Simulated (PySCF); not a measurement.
Computed shifts of a molecule CH4Cl2OSi, PySCF with PBE/pcSseg-1, GIAO, gas phase, atoms alike by connectivity averaged where their shifts nearly agree, in ppm (number of nuclei): ¹³C: 9.0 (1). ²⁹Si: 20.3 (1). ¹H: 3.03 (1), 1.18 (3). References: ¹³C against TMS (σ = 182.0 ppm); ²⁹Si against TMS (σ = 335.4 ppm); ¹⁷O against H2O (σ = 334.3 ppm); ³⁵Cl against HCl (σ = 936.5 ppm); ¹H against TMS (σ = 31.49 ppm), references at their B3LYP-D3(BJ)/def2-TZVP geometries, non-relativistic (without spin–orbit terms, shifts of atoms bonded to Cl or Br come out too high). Geometry: PBE-D3(BJ)/def2-SVP. One conformer was computed; it need not be the lowest.

Pick the molecule that these values belong to.
(A) C[Si](O)(Cl)Cl
(B) CO[SiH](Cl)Cl
(C) OC[SiH](Cl)Cl

A, C[Si](O)(Cl)Cl
